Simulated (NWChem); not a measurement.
**Basis-set convergence for hydrogen bromide (HBr)**

```xyz
2

Br     0.0000     0.0000     0.0397
H      0.0000     0.0000    -1.3885
```
Charge 0, spin multiplicity 1.

Everything below was run with NWChem. Structure: optimised with B3LYP/def2-SVP, a minimum by its harmonic frequencies.

Quantity: vertical ionisation energy at the level ΔPBE0 (Δ: difference of total energies, the cation a doublet at the parent's geometry with its hole in an orbital of symmetry b1 (C2v labels); it is the state that the SCF runs reached, from PBE0 orbitals for Hartree-Fock references, and need not be the lowest).

The Hamiltonian is non-relativistic. The stability of the SCF solutions was not checked.

**Question.** In def2-QZVP the value is 11.72 eV. Among 3-21G, cc-pVDZ, pcseg-1, def2-SVP, aug-pcseg-1, aug-cc-pVDZ, pcseg-2, def2-TZVPD, aug-cc-pVTZ, which is the smallest basis within 0.05 eV of it?

**Answer.** cc-pVDZ, with 32 functions against 105 (also within reach: def2-SVP, pcseg-2, def2-TZVPD, aug-cc-pVTZ). def2-QZVP isn't the basis-set limit itself, and a small set can land close by cancellation.

| basis | functions | vertical ionisation energy (eV) |
|---|---|---|
| 3-21G | 24 | 11.56 |
| cc-pVDZ | 32 | 11.71 |
| pcseg-1 | 32 | 11.82 |
| def2-SVP | 37 | 11.70 |
| aug-pcseg-1 | 45 | 11.85 |
| aug-cc-pVDZ | 45 | 11.78 |
| pcseg-2 | 57 | 11.73 |
| def2-TZVPD | 66 | 11.73 |
| aug-cc-pVTZ | 82 | 11.72 |
| def2-QZVP | 105 | 11.72 |
